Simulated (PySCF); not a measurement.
C₅H₄FN, SMILES Fc1ccncc1, point group C2v.

Force field and properties: PBE0/pcSseg-1 (PySCF, grid level 2). Vibrational terms come from second-order perturbation theory with semi-diagonal cubic constants, by steps of ±0.6 along the normal coordinates of each isotopologue. The parent has the commonest isotopes.

Equilibrium geometry (Å):

```json
{"atom": "F1", "x": "-0.6726", "y": "2.3820", "z": "0.0704"}
{"atom": "C2", "x": "-0.3092", "y": "1.0995", "z": "0.0272"}
{"atom": "C3", "x": "-1.2778", "y": "0.1127", "z": "0.0420"}
{"atom": "C4", "x": "-0.8370", "y": "-1.2049", "z": "-0.0047"}
{"atom": "N5", "x": "0.4445", "y": "-1.5613", "z": "-0.0617"}
{"atom": "C6", "x": "1.3481", "y": "-0.5836", "z": "-0.0742"}
{"atom": "C7", "x": "1.0325", "y": "0.7697", "z": "-0.0316"}
{"atom": "H8", "x": "-2.3325", "y": "0.3676", "z": "0.0883"}
{"atom": "H9", "x": "-1.5621", "y": "-2.0184", "z": "0.0047"}
{"atom": "H10", "x": "2.3916", "y": "-0.8942", "z": "-0.1211"}
{"atom": "H11", "x": "1.7962", "y": "1.5417", "z": "-0.0433"}
```

Problem. Give the equilibrium and ground-state rotational constants (MHz) of parent; ²H at 9.

Solution. 
```tsv
species	Ae	Be	Ce	A0	B0	C0	Δ0 (u Å²)	harmonic ZPE (cm⁻¹)
parent	6055.7	2594.5	1816.3	6010	2582.3	1805.9	0.051	17815
²H at 9	5772.8	2551.6	1769.5	5730.2	2539.5	1759.4	0.049	17085
```

Δ0 = Ic − Ia − Ib from the ground-state constants.

Problem. How is the parent's vibrational correction B0 − Be made up?

Solution. 
| axis | harmonic | Coriolis | cubic | total (MHz) |
| --- | --- | --- | --- | --- |
| a | 5.67 | -4.58 | -46.8 | -45.7 |
| b | 1.83 | -0.928 | -13.1 | -12.2 |
| c | 0.423 | -0.213 | -10.6 | -10.4 |

Problem. And its quartic centrifugal distortion constants from the harmonic force field?

Solution. Asymmetric top, A reduction, Ir representation: ΔJ = 0.137 kHz, ΔJK = 0.18 kHz, ΔK = 0.97 kHz, δJ = 0.0442 kHz, δK = 0.391 kHz.

Problem. Which nuclear quadrupole couplings χaa, χbb, χcc (MHz) does the parent show, at equilibrium and averaged?

Solution. 14N at 5: -5.3, 1.8, 3.5 and -5.2, 1.9, 3.4.

A mode lies under 250 cm⁻¹, where this perturbation treatment is rough.
